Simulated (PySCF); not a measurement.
Computed shifts of a molecule C2H7ClSi3, PBE/pcSseg-1 (PySCF), GIAO, gas phase, equivalent atoms averaged, in ppm (number of nuclei): ²⁹Si: 16.1 (1), -61.5 (1), -128.0 (1). ¹³C: 163.8 (1), 160.2 (1). ¹H: 7.86 (1), 7.82 (1), 6.30 (1), 4.95 (1), 4.76 (1), 3.53 (2). References: ³⁵Cl against HCl (σ = 936.5 ppm); ²⁹Si against TMS (σ = 335.4 ppm); ¹³C against TMS (σ = 182.0 ppm); ¹H against TMS (σ = 31.49 ppm), references at their B3LYP-D3(BJ)/def2-TZVP geometries, non-relativistic (without spin–orbit terms, shifts of atoms bonded to Cl or Br come out too high). Coordinates come from a B3LYP-D3(BJ)/def2-SVP optimisation. One conformer was computed; it need not be the lowest.

Which molecule gave these data?
A. C#C[Si@@H]([SiH3])[SiH2]Cl
B. Cl[Si@@H]1C=C[SiH2][SiH2]1
C. [SiH3][Si@]1(Cl)C=C[SiH2]1
D. [SiH3]C#C[SiH2][SiH2]Cl

B, Cl[Si@@H]1C=C[SiH2][SiH2]1
